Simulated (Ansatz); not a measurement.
`FC[CH2][GeH3]` → `[CH2][CH2][GeH3]`• + F•  (homolysis of the C–F bond)

Program: Ansatz. Geometries: PBE0-D4/def2-TZVP. ΔE: electronic, gas phase. CBS: MP2 limit from def2 TZ/QZ plus the TZ coupled-cluster correction, frozen cores. This one scheme is used for every species, atoms too. Functionals use def2-TZVPP. Open shells (•) are unrestricted, without spin–orbit coupling. Spin–orbit coupling would lower the free atoms: a little for F. Bonds to Ge are less sure, by a few kJ/mol each and by 10 to 20 or more in all where they break to atoms, as the def2 sets lack core-valence functions. Scalar relativity is left out up to krypton. One conformer a species, not always the lowest.

`FC[CH2][GeH3]`:

Cartesian coordinates in Å:
```
F -0.986 0.351 -1.728
C -1.289 0.504 -0.382
C -0.435 -0.413 0.454
Ge 1.492 -0.202 0.117
H -1.116 1.554 -0.127
H -2.356 0.287 -0.267
H -0.710 -1.456 0.280
H -0.618 -0.201 1.512
H 1.897 -0.805 -1.234
H 1.848 1.296 0.138
H 2.273 -0.914 1.236
```

`[CH2][CH2][GeH3]`•:

Z-matrix (Å, degrees):
```
C
Ge 1 1.989
C 1 1.465 2 110.7
H 1 1.093 2 106.1 3 -122.4
H 1 1.093 2 106.2 3 122.5
H 2 1.543 1 110.8 3 180.0
H 2 1.538 1 109.3 3 59.6
H 2 1.538 1 109.4 3 -59.7
H 3 1.082 1 120.7 2 -84.6
H 3 1.082 1 120.8 2 85.0
```

| level | ΔE (kJ/mol) |
| --- | --- |
| revPBE-D4 | 463.3 |
| PBE | 484.5 |
| r2SCANh | 448.6 |
| CCSD(T)/def2-SVP | 452.5 |

Problem. What does CCSD(T)/CBS give? (Estimate.)

Solution. The calculation gave: +480.5 kJ/mol. The listed levels differ from it by -17.2, 4.0, -31.9, -28.0 kJ/mol.

Largest T1 diagnostic among the species: 0.013.

Leaving LDA and LC-ωPBE aside and taking each functional with its dispersion term where it has one, the values, not all of them listed here, spread over 56.3 kJ/mol, from BHLYP-D4 to PBE-D4. LDA lies +99.2 kJ/mol from PBE without D4, its usual overbinding. From PBE to PBE0 (25 % exact exchange), in def2-TZVPP and without D4, ΔE moves by −23.7 kJ/mol: exact exchange takes away binding that semilocal exchange gives to molecules. In def2-TZVPP, CCSD(T) changes the Hartree–Fock value by +168.2 kJ/mol (the triples alone add +12.4 kJ/mol) and MP2 by +199.2 kJ/mol; breaking electron pairs costs correlation energy, which Hartree–Fock lacks.

CCSD(T)/CBS has its own doubt, a few kJ/mol and more with outer-core shells, so smaller differences from it don't rank the levels.
